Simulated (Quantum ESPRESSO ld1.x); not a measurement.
Charge is removed step by step from the 4d (averaged over the sub-levels emptied) level of the tellurium ion Te9+, starting from [Kr] 4d7. All-electron calculation, Dirac Kohn-Sham, PBE, spin-unpolarised, spherical densities, point nucleus; open shells are shared between the two j in proportion to 2j + 1. Program: ld1.x of Quantum ESPRESSO 7.5.

| removed (e) | E - E(0) (eV) | eigenvalue (eV) | E minus straight line (eV) |
|---|---|---|---|
| 0 | 0.000 | -182.23 | 0.000 |
| 0.25 | 46.313 | -188.28 | -2.292 |
| 0.5 | 94.147 | -194.39 | -3.064 |
| 0.75 | 143.51 | -200.54 | -2.304 |
| 1 | 194.42 | -206.74 | 0.000 |

Removing the whole electron costs 194.42 eV by Delta-SCF, against 182.23 eV from minus the eigenvalue at the starting occupation. Slater's transition state (half an electron removed) gives 194.39 eV. Integrating minus the eigenvalue over the occupation (Janak's theorem) gives 194.42 eV. The mean slope of the eigenvalue, de/dn, is 24.5 eV per electron. Ionisation energy of Te9+ in the NIST Atomic Spectra Database: 191 eV (theoretical).

Beside tabulated values, note that spin-unpolarised runs miss the spin-polarisation part of the exchange energy of open shells.
